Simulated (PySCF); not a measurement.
**Tb⁵⁹⁺ (terbium, charge +59) across methods**

[He] 2s2 2p2, high-spin 3P determinant. All numbers are calculated (PySCF 2.14, scalar relativity by spin-free X2C-1e, in an even-tempered Gaussian basis (19 s from 35 bohr⁻², ratio 2.2; 13 p from 46 bohr⁻², ratio 2.2; 5 d from 170 bohr⁻², ratio 2.4; 5 f from 260 bohr⁻², ratio 2.4; 4 g from 390 bohr⁻², ratio 2.4)).

```tsv
method	E (hartree)	mean ε 2s α (eV)	mean ε 2s β (eV)	mean ε 2p α (eV)	Σ⟨r²⟩ (bohr²)	⟨S²⟩
r2SCAN	-6497.79	-13829.6	-13760.8	-13030.3	0.03344	2.000
PBE	-6497.71	-13810.8	-13754.4	-13012.6	0.03345	2.000
LDA	-6490.11	-13799.8	-13742.3	-13004.4	0.03348	2.000
PBE0	-6497.64	-13850.1	-13780.4	-13049.6	0.03344	2.000
M06-2X	-6498.64	-13883.3	-13809.8	-13087.5	0.03343	2.000
TPSS	-6498.24	-13818.3	-13759.1	-13017.7	0.03344	2.000
```

**Question.** Estimate the same row for UHF.

**Answer.** E (hartree) = -6497.25300; mean ε 2s α (eV) = -13966.9; mean ε 2s β (eV) = -13856.5; mean ε 2p α (eV) = -13159.6; Σ⟨r²⟩ (bohr²) = 0.03343; ⟨S²⟩ = 2.000.

Spin-orbit coupling is strong in this species (close to jj coupling), so the high-spin LS determinant is a model state, not a physical level.
